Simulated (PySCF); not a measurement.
# How methods differ on the ionisation energy of F⁷⁺

F⁷⁺ 1s2 (1S) → F⁸⁺ 1s1 (2S), as a difference of total energies. All numbers are calculated (PySCF 2.14, scalar relativity by spin-free X2C-1e, in an uncontracted even-tempered set (17 s from 2.9 bohr⁻², ratio 2.2; 7 p from 4.5 bohr⁻², ratio 2.4; 4 d from 14 bohr⁻², ratio 2.4; 3 f from 20 bohr⁻², ratio 2.4; 3 g from 31 bohr⁻², ratio 2.4)). Correlated levels: nothing frozen; virtual orbitals above 40 to 60 times the deepest correlated orbital energy dropped. The calculations carry no spin-orbit coupling.

| method | ionisation energy (eV) |
| --- | --- |
| UHF | 952.86 |
| LDA | 947.00 |
| PBE | 952.78 |
| PBE0 | 953.08 |
| r2SCAN | 954.18 |
| PW91 | 953.27 |
| TPSS | 954.30 |
| MP2 (all electrons) | 954.06 |
| SCS-MP2 (all electrons) | 954.30 |

Task: How much does correlation contribute at MP2 (all electrons)?

Result: 954.06 − (952.86) = 1.20 eV, measured against UHF.

For comparison: 953.90 eV (theoretical estimate listed by NIST; NIST Atomic Spectra Database, ionization energies).
